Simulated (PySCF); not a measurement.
**Assignment exercise: CH$_{10}$N$_{2}$OSi$_{3}$**

Geometry:
```tsv
atom	x (Å)	y (Å)	z (Å)
C1	-2.988	-0.777	0.133
N2	-1.651	-0.766	-0.403
Si3	-0.304	-0.090	0.439
Si4	0.550	2.105	0.309
O5	1.861	1.384	-0.415
Si6	1.724	-0.254	-0.666
N7	2.941	-0.968	0.323
H8	-2.926	-0.879	1.213
H9	-3.542	0.140	-0.094
H10	-3.548	-1.626	-0.266
H11	-1.660	-0.716	-1.411
H12	-0.489	-0.622	1.807
H13	0.068	3.096	-0.664
H14	1.094	2.823	1.464
H15	1.937	-0.396	-2.114
H16	3.824	-0.484	0.385
H17	3.101	-1.958	0.248
```

Non-relativistic Hamiltonian, isolated molecule, single conformer, fast rotation and ring inversion assumed for equivalent nuclei. GFN2-xTB geometry; shieldings: GIAO PBE0/pcSseg-1; PySCF 2.14.

Scale: $^{1}$H (31.72 ppm) against TMS (reference shieldings calculated alike).

Problem. Assign these signals to the numbered atoms. $^{1}$H NMR (500 MHz, computed): δ 6.43 (m, 1H), 5.88 (m, 1H), 5.85 (m, 1H), 5.76 (m, 1H), 2.79 (s, 3H), 0.21 (br s, 2H), -0.04 (br s, 1H).

Solution. 
```tsv
δ (ppm)	atoms	environment	reason
6.43	H15	hydrogen on a silicon bonded to N, O, Si, in a 4-membered ring	–
5.88	H12	hydrogen on a silicon bonded to N, 2 Si, in a 4-membered ring	–
5.85	H14	hydrogen on a silicon bonded to O, Si, in a 4-membered ring	–
5.76	H13	hydrogen on a silicon bonded to O, Si, in a 4-membered ring	–
2.79	H8/H9/H10	hydrogen on a methyl carbon bonded to N	its carbon carries N, which withdraws density
0.21	H16/H17	hydrogen on a nitrogen bonded to Si	labile proton, position sensitive to the medium
-0.04	H11	hydrogen on a nitrogen bonded to C, Si	exchangeable, gas-phase position
```

H12 and H14; H14 and H13 lie closer than the usual error of such a calculation, so a measured spectrum could show them in the other order.

Exchangeable OH/NH protons stand at their gas-phase positions; hydrogen bonding in a real sample shifts them, mostly to higher δ. Multiplicities follow the n + 1 count of equivalent neighbours, as no J values were calculated; m marks all less simple cases, F and P coupling included.
